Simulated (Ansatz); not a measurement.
Relaxation of LiAg₁₂ with UKS PBE-D4/def2-SVP.

```sh
$ ansatz run in.yaml --threads 2 --pin off --events-out ev --progress --plain --max-ram 32768MiB --backend cuda --devices 0, --max-vram 18GiB
```

```yaml
crystal:
  periodic: [false, false, false]
  atoms:
    - {symbol: Li, position_ang: [-2.277700, -1.186200, -1.034500]}
    - {symbol: Ag, position_ang: [-1.455900, -0.991200, -3.468400]}
    - {symbol: Ag, position_ang: [1.504600, 2.316000, 0.454900]}
    - {symbol: Ag, position_ang: [2.162500, -2.068800, 0.321500]}
    - {symbol: Ag, position_ang: [-1.431700, -1.516000, 1.715900]}
    - {symbol: Ag, position_ang: [1.877700, 0.373700, -2.584800]}
    - {symbol: Ag, position_ang: [-3.489500, 0.804300, -2.541700]}
    - {symbol: Ag, position_ang: [1.148300, -0.671200, 2.919400]}
    - {symbol: Ag, position_ang: [-1.536500, 3.550200, 0.551500]}
    - {symbol: Ag, position_ang: [-0.614500, 1.479000, 2.600800]}
    - {symbol: Ag, position_ang: [0.000000, 0.000000, 0.000000]}
    - {symbol: Ag, position_ang: [-0.409600, 1.938600, -1.904700]}
    - {symbol: Ag, position_ang: [-2.952700, 1.096500, 0.499400]}
basis:
  gaussian: {orbitals: def2-SVP}
magnetization: {spin_polarized: true, initial_magnetization: 1}
hamiltonian: {xc: pbe, dispersion: d4}
scf: {lower_state_search: "off"}
output: {orbitals: {seedname: orbitals}}
relax: {f_tol: 0.03, max_steps: 70}
```

Run time 87 s (2 threads of AMD EPYC 7R13 on a shared host and a share (18 GiB) of an NVIDIA H100 80GB HBM3), peak host memory 1.1 GiB.

Positions (Å) and forces (eV/Å) at steps 1, 2, 3, 4, 5, 6, 7, 8, 9, 10, 11, 13, 14 of 14:

```xyz
13
step=1 energy=-48205.6290 eV
Li   -2.278   -1.186   -1.034   -0.046    0.105    0.015
Ag   -1.456   -0.991   -3.468    0.133    0.655    0.078
Ag    1.505    2.316    0.455   -0.720   -0.352   -0.033
Ag    2.163   -2.069    0.322   -0.477    0.648    0.343
Ag   -1.432   -1.516    1.716   -0.029    0.743   -0.096
Ag    1.878    0.374   -2.585   -0.898   -0.160    0.683
Ag   -3.490    0.804   -2.542    0.678   -0.123    0.423
Ag    1.148   -0.671    2.919   -0.030    0.099   -1.055
Ag   -1.536    3.550    0.551    0.185   -0.790    0.059
Ag   -0.615    1.479    2.601   -0.018   -0.097   -0.728
Ag    0.000    0.000    0.000    0.572   -0.141    0.251
Ag   -0.410    1.939   -1.905   -0.206   -0.464    0.387
Ag   -2.953    1.097    0.499    0.857   -0.124   -0.328
13
step=2 energy=-48206.7470 eV
Li   -2.263   -1.181   -1.035    0.025   -0.006   -0.047
Ag   -1.374   -0.842   -3.453    0.364    0.539    0.065
Ag    1.412    2.270    0.449   -0.473   -0.157    0.002
Ag    2.134   -2.008    0.335   -0.384    0.557    0.245
Ag   -1.471   -1.397    1.720   -0.253    0.473    0.106
Ag    1.725    0.298   -2.492   -0.798   -0.267    0.611
Ag   -3.374    0.811   -2.462    0.453    0.084    0.340
Ag    1.155   -0.617    2.776    0.114    0.018   -0.851
Ag   -1.508    3.455    0.552    0.238   -0.418    0.013
Ag   -0.627    1.466    2.506   -0.084    0.017   -0.447
Ag    0.021   -0.031    0.030    0.694   -0.309   -0.004
Ag   -0.499    1.859   -1.838   -0.432   -0.312    0.190
Ag   -2.807    1.042    0.441    0.537   -0.219   -0.223
13
step=3 energy=-48207.5414 eV
Li   -2.245   -1.187   -1.049    0.100   -0.070   -0.082
Ag   -1.275   -0.726   -3.439    0.447    0.431    0.056
Ag    1.335    2.251    0.447   -0.265    0.006   -0.014
Ag    2.104   -1.941    0.357   -0.056    0.216    0.018
Ag   -1.533   -1.308    1.747   -0.217    0.380    0.088
Ag    1.576    0.227   -2.387   -0.563   -0.343    0.398
Ag   -3.289    0.842   -2.396    0.181    0.157    0.154
Ag    1.178   -0.596    2.636    0.109    0.099   -0.417
Ag   -1.461    3.397    0.548    0.171   -0.112   -0.046
Ag   -0.643    1.467    2.435   -0.031   -0.035   -0.138
Ag    0.096   -0.088    0.032    0.307   -0.355   -0.075
Ag   -0.611    1.797   -1.802   -0.446   -0.207    0.170
Ag   -2.708    0.988    0.400    0.263   -0.167   -0.112
13
step=4 energy=-48207.9523 eV
Li   -2.212   -1.198   -1.082    0.126   -0.047   -0.107
Ag   -1.147   -0.604   -3.428    0.273    0.282   -0.015
Ag    1.267    2.248    0.437   -0.191   -0.061   -0.054
Ag    2.131   -1.910    0.345    0.268   -0.100   -0.148
Ag   -1.596   -1.209    1.779   -0.122    0.178    0.151
Ag    1.441    0.120   -2.296   -0.139   -0.296   -0.009
Ag   -3.258    0.880   -2.372   -0.146    0.048   -0.058
Ag    1.218   -0.566    2.545    0.080    0.158   -0.012
Ag   -1.424    3.386    0.537    0.059   -0.009   -0.030
Ag   -0.649    1.461    2.416    0.003   -0.028   -0.005
Ag    0.143   -0.175    0.025   -0.185   -0.116    0.128
Ag   -0.733    1.736   -1.750   -0.097   -0.008    0.199
Ag   -2.656    0.955    0.374    0.072   -0.002   -0.042
13
step=5 energy=-48208.2031 eV
Li   -2.148   -1.190   -1.155    0.102    0.030   -0.128
Ag   -1.054   -0.440   -3.479   -0.115    0.131   -0.168
Ag    1.186    2.190    0.415   -0.016   -0.063   -0.007
Ag    2.255   -1.888    0.290    0.072    0.131   -0.129
Ag   -1.677   -1.123    1.895   -0.063    0.069    0.126
Ag    1.365   -0.052   -2.258    0.117   -0.219    0.083
Ag   -3.316    0.894   -2.410    0.022   -0.005   -0.017
Ag    1.293   -0.500    2.511    0.097    0.119   -0.001
Ag   -1.412    3.396    0.543   -0.007    0.049    0.037
Ag   -0.657    1.463    2.432    0.004   -0.008    0.051
Ag    0.101   -0.275    0.074   -0.130   -0.212    0.157
Ag   -0.777    1.698   -1.669    0.017    0.000   -0.007
Ag   -2.633    0.954    0.340   -0.102   -0.021    0.002
13
step=6 energy=-48208.4145 eV
Li   -2.083   -1.162   -1.251    0.089    0.065   -0.152
Ag   -1.074   -0.322   -3.610    0.050    0.108   -0.054
Ag    1.158    2.108    0.419    0.006   -0.110    0.042
Ag    2.351   -1.780    0.230    0.007    0.202   -0.131
Ag   -1.744   -1.071    2.014   -0.092    0.039    0.106
Ag    1.335   -0.235   -2.206   -0.116   -0.189    0.125
Ag   -3.312    0.916   -2.429   -0.008    0.035    0.040
Ag    1.376   -0.410    2.498    0.111    0.128   -0.032
Ag   -1.413    3.388    0.563    0.018   -0.068    0.016
Ag   -0.667    1.464    2.469   -0.030    0.014   -0.006
Ag    0.028   -0.373    0.141   -0.072   -0.087    0.062
Ag   -0.759    1.661   -1.644    0.036   -0.117    0.000
Ag   -2.671    0.941    0.335    0.002   -0.020   -0.016
13
step=7 energy=-48208.6119 eV
Li   -2.021   -1.120   -1.359    0.070    0.042   -0.154
Ag   -1.057   -0.230   -3.695    0.020    0.077   -0.073
Ag    1.160    2.019    0.448    0.043   -0.124    0.067
Ag    2.408   -1.634    0.153    0.025    0.148   -0.012
Ag   -1.819   -1.044    2.113   -0.100    0.023    0.089
Ag    1.256   -0.403   -2.148   -0.119   -0.106   -0.050
Ag   -3.318    0.954   -2.425    0.020    0.035    0.037
Ag    1.463   -0.300    2.481    0.093    0.150   -0.080
Ag   -1.390    3.346    0.562    0.037   -0.045   -0.019
Ag   -0.691    1.460    2.490   -0.028   -0.013    0.020
Ag   -0.050   -0.439    0.206   -0.045   -0.106    0.206
Ag   -0.732    1.599   -1.624    0.002   -0.039   -0.023
Ag   -2.684    0.917    0.328   -0.016   -0.044   -0.008
13
step=8 energy=-48208.7991 eV
Li   -1.939   -1.082   -1.492    0.087    0.024   -0.089
Ag   -1.059   -0.137   -3.804    0.018    0.076   -0.046
Ag    1.184    1.906    0.490   -0.014   -0.063   -0.040
Ag    2.461   -1.484    0.113    0.009    0.125    0.083
Ag   -1.926   -1.028    2.220   -0.124    0.037    0.067
Ag    1.135   -0.546   -2.131   -0.205   -0.032   -0.076
Ag   -3.314    0.996   -2.412    0.013    0.024    0.017
Ag    1.575   -0.147    2.463    0.098    0.068   -0.010
Ag   -1.344    3.295    0.545    0.047   -0.048   -0.018
Ag   -0.725    1.443    2.518   -0.031   -0.024    0.011
Ag   -0.117   -0.523    0.317    0.030   -0.068    0.046
Ag   -0.711    1.554   -1.617    0.039   -0.075    0.059
Ag   -2.696    0.878    0.321    0.033   -0.042   -0.005
13
step=9 energy=-48208.9118 eV
Li   -1.836   -1.052   -1.586    0.001   -0.026   -0.041
Ag   -1.073   -0.036   -3.900   -0.003    0.057   -0.025
Ag    1.194    1.822    0.476   -0.001   -0.011   -0.058
Ag    2.503   -1.326    0.115   -0.058    0.132   -0.019
Ag   -2.050   -1.003    2.286   -0.044    0.039    0.016
Ag    0.981   -0.665   -2.145    0.009   -0.083    0.011
Ag   -3.308    1.019   -2.404    0.025    0.018    0.021
Ag    1.666   -0.049    2.489    0.025   -0.011    0.039
Ag   -1.293    3.257    0.534    0.021   -0.013    0.014
Ag   -0.739    1.413    2.530    0.005   -0.032   -0.011
Ag   -0.144   -0.601    0.409    0.026   -0.060    0.092
Ag   -0.690    1.497   -1.587   -0.015    0.022   -0.047
Ag   -2.686    0.848    0.311    0.008   -0.030    0.009
13
step=10 energy=-48208.9528 eV
Li   -1.808   -1.067   -1.638   -0.038    0.025   -0.004
Ag   -1.067    0.045   -3.945    0.021   -0.026    0.022
Ag    1.191    1.755    0.435    0.035   -0.090    0.004
Ag    2.538   -1.137    0.090   -0.089    0.109   -0.008
Ag   -2.139   -0.967    2.339   -0.004    0.000   -0.004
Ag    0.908   -0.777   -2.144   -0.007    0.053    0.010
Ag   -3.301    1.039   -2.392    0.006   -0.002    0.006
Ag    1.698   -0.031    2.537   -0.013    0.011   -0.010
Ag   -1.254    3.236    0.539    0.014   -0.011    0.007
Ag   -0.729    1.384    2.527    0.011    0.012    0.008
Ag   -0.167   -0.675    0.483    0.037   -0.014   -0.022
Ag   -0.683    1.492   -1.603    0.034   -0.057   -0.010
Ag   -2.662    0.828    0.301   -0.006   -0.011    0.000
13
step=11 energy=-48208.9726 eV
Li   -1.828   -1.054   -1.640   -0.027    0.010    0.008
Ag   -1.080    0.012   -3.961    0.014    0.006    0.042
Ag    1.211    1.633    0.389   -0.009    0.005    0.031
Ag    2.559   -0.938    0.083    0.017   -0.016   -0.017
Ag   -2.170   -0.955    2.355    0.000    0.005   -0.012
Ag    0.902   -0.720   -2.135    0.057   -0.026   -0.032
Ag   -3.314    1.045   -2.385   -0.007   -0.012    0.000
Ag    1.656   -0.065    2.598   -0.005    0.020   -0.026
Ag   -1.169    3.216    0.529    0.013   -0.002    0.008
Ag   -0.723    1.376    2.525   -0.008    0.018    0.005
Ag   -0.185   -0.749    0.506   -0.019   -0.007   -0.020
Ag   -0.694    1.491   -1.635   -0.011   -0.004    0.007
Ag   -2.642    0.834    0.301   -0.015    0.002    0.005
13
step=13 energy=-48208.9733 eV rejected
Li   -1.872   -1.064   -1.689    0.012   -0.008    0.055
Ag   -1.097    0.015   -3.970    0.030    0.018    0.032
Ag    1.204    1.677    0.489    0.019    0.019   -0.033
Ag    2.549   -0.879    0.059   -0.010   -0.005    0.003
Ag   -2.069   -0.931    2.403   -0.002   -0.012    0.001
Ag    0.916   -0.800   -2.202    0.016   -0.033   -0.006
Ag   -3.278    1.086   -2.374   -0.013    0.011    0.005
Ag    1.580   -0.121    2.601   -0.008   -0.016   -0.023
Ag   -1.201    3.191    0.489    0.012    0.033    0.029
Ag   -0.731    1.448    2.574   -0.035    0.015   -0.024
Ag   -0.200   -0.722    0.440    0.036   -0.027   -0.019
Ag   -0.634    1.421   -1.610   -0.023    0.012   -0.006
Ag   -2.641    0.804    0.319   -0.033   -0.008   -0.015
13
step=14 energy=-48208.9779 eV
Li   -1.869   -1.060   -1.640    0.000   -0.002    0.008
Ag   -1.086    0.005   -3.942    0.002    0.000   -0.001
Ag    1.219    1.678    0.455   -0.004   -0.008    0.002
Ag    2.564   -0.900    0.062   -0.002    0.007    0.007
Ag   -2.114   -0.959    2.350    0.005   -0.003   -0.005
Ag    0.923   -0.788   -2.179   -0.003   -0.005   -0.011
Ag   -3.297    1.069   -2.377    0.000    0.001    0.002
Ag    1.607   -0.097    2.589   -0.004    0.002   -0.005
Ag   -1.177    3.216    0.511    0.003   -0.005    0.006
Ag   -0.744    1.409    2.540   -0.001    0.000   -0.004
Ag   -0.183   -0.722    0.450    0.003    0.004    0.008
Ag   -0.659    1.438   -1.603    0.001    0.003   -0.001
Ag   -2.659    0.836    0.315    0.000    0.006   -0.004
```

In the def2 sets Ag takes a core potential; there is no spin–orbit coupling. The relaxation made no stability test and no search for a lower SCF solution. No other spin state of charge 0 was run. Another isomer (doublet) lies 0.09 eV lower at r2SCAN-D4/def2-TZVP; other spin states weren't run for this one.
